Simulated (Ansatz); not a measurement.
C2H7ClGeO2 (`C[O][Ge]([CH3])([OH])[Cl]`) at its PBE0-D4/def2-TZVP geometry, where that method's forces vanish. Total charge 0; spin multiplicity 1.

| atom | x (Å) | y (Å) | z (Å) |
| --- | --- | --- | --- |
| C1 | 1.8295 | -0.9613 | 0.2976 |
| O2 | 0.7474 | -0.8920 | -0.6051 |
| Ge3 | -0.4131 | 0.4342 | -0.5450 |
| C4 | -1.6285 | 0.4111 | 0.9459 |
| O5 | -1.3262 | 0.3205 | -2.0390 |
| Cl6 | 0.7472 | 2.2601 | -0.5277 |
| H7 | 1.4924 | -1.1016 | 1.3321 |
| H8 | 2.4381 | -1.8235 | 0.0185 |
| H9 | 2.4556 | -0.0638 | 0.2536 |
| H10 | -2.3207 | 1.2479 | 0.8562 |
| H11 | -2.1856 | -0.5258 | 0.9399 |
| H12 | -1.0738 | 0.5035 | 1.8792 |
| H13 | -0.7624 | 0.1906 | -2.8061 |

(1) For each bond, give half the difference of the two atoms' forces along it (eV/Å; positive pushes the atoms apart) under PBE-D4, r2SCAN-D4, B3LYP-D4, ωB97M-V in def2-TZVPP. (Estimate.)

Results:

(1) Ansatz gave: 
```csv
bond,length (Å),PBE-D4,r2SCAN-D4,B3LYP-D4,ωB97M-V
C1–O2,1.411,0.22,0.31,0.27,0.28
C1–H7,1.097,0.07,-0.06,-0.08,-0.10
C1–H8,1.092,0.10,-0.05,-0.12,-0.11
C1–H9,1.095,0.07,-0.07,-0.09,-0.10
O2–Ge3,1.763,0.31,-0.01,0.08,-0.05
Ge3–C4,1.924,-0.08,-0.01,0.06,-0.04
Ge3–O5,1.755,0.35,0.06,0.16,0.07
Ge3–Cl6,2.163,0.12,0.03,0.18,-0.01
C4–H10,1.090,0.08,-0.02,-0.07,-0.04
C4–H11,1.090,0.08,-0.02,-0.08,-0.04
C4–H12,1.090,0.10,-0.01,-0.07,-0.04
O5–H13,0.961,0.36,0.05,-0.04,-0.05
```

B3LYP here is the variant with VWN-RPA as its local correlation; programs differ in this.
